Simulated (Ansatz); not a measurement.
Mulliken charges of `[OH][W]([OH])([OH])([F])([F])[F]` from ωB97M-V/def2-TZVPP in Ansatz (PBE0-D4/def2-TZVP geometry).

| atom | x (Å) | y (Å) | z (Å) | charge (e) |
| --- | --- | --- | --- | --- |
| O1 | -0.849 | -1.515 | -0.263 | -0.314 |
| W2 | -0.117 | 0.173 | 0.037 | 1.218 |
| O3 | 1.141 | -0.489 | 1.243 | -0.314 |
| O4 | 1.054 | 0.019 | -1.405 | -0.314 |
| F5 | -1.097 | 0.606 | 1.578 | -0.298 |
| F6 | 0.431 | 1.968 | 0.055 | -0.298 |
| F7 | -1.614 | 0.789 | -0.913 | -0.298 |
| H8 | -1.613 | -1.697 | -0.816 | 0.206 |
| H9 | 1.012 | -0.562 | 2.193 | 0.206 |
| H10 | 1.652 | 0.707 | -1.708 | 0.206 |

Q: By hand: the dipole of these point charges (1 e Å = 4.8032 D).

A: Σ q r = (0.331, -0.488, -0.104) e Å, of length 0.599 e Å = 2.88 D.

Q: How does the dipole of the full density compare? (Estimate.)

A: Computed: (0.260, -0.384, -0.082) e Å, 2.26 D; the point charges give 1.27 times that, at 0° from its direction.

Point charges leave out the atoms' own dipoles, such as those of lone pairs, and Mulliken's split depends on the basis, so the two needn't agree.
